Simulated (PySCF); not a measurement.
Isomers of C5H12Se, from PBE0-D3(BJ)/def2-SVP geometry optimisation, gas phase in PySCF. One conformer each, no zero-point energy, no frequencies.

Task: Which isomer lies lower at this level?
A. `[CH3:1][CH2:2][CH:3]([SeH:4])[CH2:5][CH3:6]` with C1–C2–C3–Se4 62°, C2–C3–Se4–H 64°, C2–C3–C5–C6 171°: A = 2163, B = 1859, C = 1077 MHz, dipole 1.51 D
B. `[CH3:1][Se:2][CH2:3][CH:4]([CH3:5])[CH3:6]` with C1–Se2–C3–C4 -170°, Se2–C3–C4–C5 174°: A = 5060, B = 1129, C = 981.6 MHz, dipole 1.42 D

Result: A. That is `CCC([SeH])CC`, 3.5 kcal/mol below the other.

```json
{"SMILES": "CCC([SeH])CC", "mapped SMILES": "[CH3:1][CH2:2][CH:3]([SeH:4])[CH2:5][CH3:6]", "E (Eh)": "-2598.36623", "relative (kcal/mol)": "0.0", "relative (kJ/mol)": "0.0", "dipole (D)": "1.51"}
{"SMILES": "C[Se]CC(C)C", "mapped SMILES": "[CH3:1][Se:2][CH2:3][CH:4]([CH3:5])[CH3:6]", "E (Eh)": "-2598.36061", "relative (kcal/mol)": "3.5", "relative (kJ/mol)": "14.8", "dipole (D)": "1.42"}
```
